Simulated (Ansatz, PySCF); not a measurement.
Dimer: dimethyl telluride (SMILES C[Te]C) (first 9 atoms) with H2O (SMILES O); geometry from B3LYP-D3(BJ)/def2-TZVP, rigid monomers moved along the line of their centres of mass till Te2···O10 is 3.00 Å.
(charge 0, multiplicity 1):
```tsv
atom	x (Å)	y (Å)	z (Å)
C	0.2253	-1.3121	0.0742
Te	0.1660	0.8419	0.0978
C	0.1710	1.0398	-2.0547
H	1.1318	-1.6457	-0.4238
H	0.2286	-1.6195	1.1166
H	-0.6566	-1.6948	-0.4326
H	1.0794	0.6009	-2.4590
H	0.1430	2.1027	-2.2849
H	-0.7080	0.5519	-2.4677
O	0.1740	0.0080	2.9744
H	-0.6076	0.5715	2.9764
H	0.9232	0.6139	2.9850
```

Monomers are frozen at their geometry in the pair; levels with a basis set take the counterpoise correction.

Cores are frozen in the correlated methods. Filled d and f shells under p-block atoms count as core.

Programs: Ansatz (a program for electronic structure) with Gaussian orbitals; PySCF for the dispersion terms. Values without a source in brackets are computed. In def2 rows elements past Kr take small-core potentials, without spin–orbit coupling.

Q: Predict the interaction energy from wB97M-V/def2-TZVPPD.

A: -85 meV

Q: Estimate the interaction energy that r2SCAN-D4/def2-TZVPPD returns for this input.

A: -96 meV

Q: Give the interaction energy at the level CCSD(T)/def2-SVPD.

A: -2 meV
